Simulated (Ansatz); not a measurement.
Reaction (ligand exchange at the Nb–O bond): `[NH2][Nb]([OH])([F])=[S]` + HCl → `[NH2][Nb]([F])(=[S])[Cl]` + H₂O

Program: Ansatz. Geometries: PBE0-D4/def2-TZVP. ΔE: electronic, gas phase. CCSD(T)/CBS is the MP2 limit (def2-TZVPP, def2-QZVPP) plus CCSD(T) − MP2 in def2-TZVPP, frozen cores. This one scheme is used for every species. DFT in def2-TZVPP. HSE06 is defined as in plane-wave codes. Elements past krypton have def2 core potentials. For Nb outer-core shells are correlated without core-valence functions, which leaves a few kJ/mol of doubt a bond. Each species was taken in one conformer, which may not be the lowest.

Task: Is it downhill or uphill in electronic energy at CCSD(T)/CBS, and by how much? (Best estimate.)

Result: The calculation gave: Downhill: ΔE = -33.0 kJ/mol.

Task: What do these levels give: r2SCAN-D4, HSE06-D4, B2PLYP, PBE-QIDH, BLYP, r2SCAN0, BHLYP, LC-ωPBE, HF/def2-SVP, SCS-MP2/def2-TZVPP, SCS-MP2/def2-QZVPP, CCSD/CBS(def2)? (An estimate is asked.)

Result: Computed: r2SCAN-D4 -26.9, HSE06-D4 -30.4, B2PLYP -29.7, PBE-QIDH -34.5, BLYP -21.5, r2SCAN0 -28.5, BHLYP -23.9, LC-ωPBE -16.4, HF/def2-SVP -16.6, SCS-MP2/def2-TZVPP -35.9, SCS-MP2/def2-QZVPP -38.7, CCSD/CBS(def2) -29.5 kJ/mol.

Largest T1 diagnostic among the species: 0.023, so the coupled-cluster value is less sure than usual.

At CCSD(T), def2-SVP lies +14.5 kJ/mol from the extrapolated value and def2-TZVPP +4.3 kJ/mol. Leaving LDA and LC-ωPBE aside and taking each functional with its dispersion term where it has one, the values, not all of them listed here, spread over 15.5 kJ/mol, from PBE-QIDH to CAM-B3LYP-D4. LDA lies +3.9 kJ/mol from PBE without D4.
